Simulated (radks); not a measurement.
Values are calculated unless marked as measured or tabulated.
Task: All-electron atom: Ag I in [Kr] 4d9.75 5s1 5p0.25 (fractional occupations, a model configuration). Code: a radial shooting solver on a logarithmic mesh with Libxc functionals. Model: Dirac Kohn-Sham, BLYP, spin-unpolarised, spherical densities, finite nucleus; open shells are shared between the two j in proportion to 2j + 1; Fermi nuclear charge, rms radius 4.5454 fm.

Spin-orbit splittings of the eigenvalues, e(l+1/2) - e(l-1/2), with zeta = 2 splitting/(2l+1) and mean radii in bohr:

shell  occ.  splitting (eV)  zeta (eV)  <r> j=l-1/2  <r> j=l+1/2
2p        6           175.4      116.9       0.1141       0.1192
3p        6           30.95      20.63       0.3601       0.3710
3d       10           6.234      2.494       0.3438       0.3473
4p        6               ?          ?       0.9778        1.009
4d     9.75          0.5691     0.2276        1.386        1.411
5p     0.25          0.1328    0.08854        4.844        5.111

Estimate the 4p splitting.

Result: 5.128 eV (zeta = 3.419 eV).
